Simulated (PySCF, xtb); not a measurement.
Be(Me)(SH) (CH4BeS), SMILES [Be]([CH3])[SH].

GFN2-xTB in xtb 6.7.1 at its own geometry gives an orbital gap of 4.58 eV and a dipole moment of 2.27 D.

The structure is a stationary point at r2SCAN-D4/def2-TZVP. The geometry has at least one imaginary mode, so it is a saddle point at that level. The values are those of a single conformer.

Problem. What does r2SCAN/def2-TZVPD in PySCF give? (The exact figures need the calculation; the answer reports its results.)

Solution. gap 5.90 eV (levels -6.67 and -0.77 eV), dipole 1.12 D.
